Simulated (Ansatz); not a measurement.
C8H11N5⁺, that is 1-ethyl-3-methylimidazolium dicyanamide with one electron fewer. The state is a doublet with charge 1. Geometry PBE-D4/def2-SVP, that of the neutral singlet; atoms count from 1.

```xyz
24

C    -1.787   -0.472    2.283
C    -2.014   -1.190    0.955
N    -1.186   -0.635   -0.125
C    -1.423    0.553   -0.801
C    -0.325    0.799   -1.591
N     0.557   -0.249   -1.384
C     1.888   -0.370   -1.978
C     0.029   -1.090   -0.476
H    -2.391   -0.958    3.074
H    -2.094    0.591    2.220
H    -0.711   -0.512    2.552
H    -1.757   -2.265    1.033
H    -3.069   -1.133    0.618
H    -2.338    1.133   -0.651
H    -0.051    1.659   -2.209
H     2.275    0.657   -2.141
H     1.836   -0.928   -2.933
H     2.547   -0.894   -1.262
H     0.528   -1.962   -0.048
N     1.499   -0.423    1.776
C     1.811    0.670    1.409
N     2.169    1.873    1.066
C     2.050    2.347   -0.145
N     1.956    2.798   -1.244
```

In the doublet geometry the species has come apart into loosely held pieces.

(1) Estimate the Mulliken populations from the PBE0/def2-TZVP orbitals of Ansatz.

(2) Where does the spin sit?

(3) And the Mayer bond orders between heavy atoms (over 0.3)?

Results:

(1) 
| atom | charge (e) | spin (α − β) |
| --- | --- | --- |
| C1 | -0.39 | 0.01 |
| C2 | -0.19 | 0.00 |
| N3 | 0.06 | 0.00 |
| C4 | -0.11 | 0.00 |
| C5 | -0.13 | 0.00 |
| N6 | 0.01 | 0.00 |
| C7 | -0.36 | 0.00 |
| C8 | -0.02 | 0.00 |
| H9 | 0.17 | 0.00 |
| H10 | 0.14 | 0.00 |
| H11 | 0.17 | 0.00 |
| H12 | 0.16 | 0.00 |
| H13 | 0.17 | 0.00 |
| H14 | 0.21 | 0.00 |
| H15 | 0.23 | 0.00 |
| H16 | 0.20 | 0.00 |
| H17 | 0.20 | 0.00 |
| H18 | 0.18 | 0.00 |
| H19 | 0.23 | 0.00 |
| N20 | -0.11 | 0.43 |
| C21 | 0.19 | -0.18 |
| N22 | -0.14 | 0.48 |
| C23 | 0.18 | -0.18 |
| N24 | -0.08 | 0.43 |
Mulliken values depend strongly on the basis.

(2) Summed by element: C -0.35, N 1.35, H 0.00, of 1 unpaired in all. Largest on single atoms: N22 0.48, N20 0.43, N24 0.43.

(3) C1–C2 1.02 (1.53 Å); C2–N3 0.87 (1.47 Å); N3–C4 1.16 (1.39 Å); N3–C8 1.38 (1.34 Å); C4–C5 1.65 (1.37 Å); C5–N6 1.16 (1.39 Å); N6–C7 0.88 (1.46 Å); N6–C8 1.35 (1.35 Å); N20–C21 2.48 (1.19 Å); C21–N22 1.37 (1.30 Å); N22–C23 1.36 (1.31 Å); C23–N24 2.53 (1.19 Å).
